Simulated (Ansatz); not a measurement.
Relaxation of C2H5FS2Si (11 atoms, charge 0, multiplicity 1), to a largest force component of 0.02 eV/Å in at most 50 steps.

The calculation used Ansatz 0.2.0, UKS PBE0-D4/STO-3G.

```xyz
11
Properties=species:S:1:pos:R:3:forces:R:3
F -1.373 -1.277 -1.646 -0.47 -2.04 -1.28
C -0.958 -0.014 -1.333 -6.68 0.86 -11.50
C 0.016 0.175 -0.481 11.71 1.39 5.11
Si 1.027 -1.195 0.355 -1.60 -1.13 0.91
S 0.641 1.769 -0.136 -0.04 0.33 0.81
S -0.923 2.492 1.019 -1.17 1.18 0.66
H -1.473 0.759 -1.860 -0.80 1.09 -0.51
H -0.800 -0.521 -0.287 -2.55 -2.34 7.99
H 2.301 -1.369 -0.207 1.12 0.16 -0.59
H 1.131 -0.910 1.829 0.16 0.59 -1.40
H -0.574 1.984 2.237 0.31 -0.08 -0.21
```

Where does it end, and by what steps?

The run converged. The force dipped under the threshold on the way, but the program's further checks kept it going. Limits of this set-up: minimal basis. After 32 steps the energy has fallen by 6.692 eV; F1 moved furthest, 1.48 Å. The start is strongly strained (largest force component 12 eV/Å), so its close contacts needn't be bonds. Parted: C2–H8.

```
step  energy less start (eV)  largest force component (eV/Å)  accepted
   0                  0.0000                          11.715       yes
   2                 -3.7259                           3.424       yes
   4                 -6.0696                           3.115       yes
   6                 -6.3977                           1.049       yes
   8                 -6.5549                           0.232       yes
  10                 -6.5829                           0.164       yes
  12                 -6.5903                           0.109       yes
  14                 -6.5991                           0.570       yes
  16                 -6.6143                           0.191       yes
  18                 -6.6167                           0.053       yes
  20                 -6.6410                           0.587       yes
  22                 -6.6625                           0.364       yes
  24                 -6.6759                           0.384       yes
  26                 -6.6826                           0.148       yes
  28                 -6.6883                           0.124       yes
  30                 -6.6908                           0.113       yes
  32                 -6.6918                           0.018       yes
```

```xyz
11
Properties=species:S:1:pos:R:3
F -0.310 -0.571 -2.392
C -1.000 -0.184 -1.285
C -0.260 -0.147 0.036
Si 0.953 -1.588 0.253
S 0.713 1.421 0.280
S -0.833 2.808 0.478
H -1.797 0.559 -1.481
H -1.016 -0.193 0.837
H 2.061 -1.391 -0.663
H 1.486 -1.497 1.600
H -0.981 2.678 1.826
```

Whether the end is a true minimum wasn't checked by a vibrational analysis.

Time of the run: 2.7 min on 1 thread of Arm Neoverse V2, with other jobs on the host, peak memory 0.2 GiB.
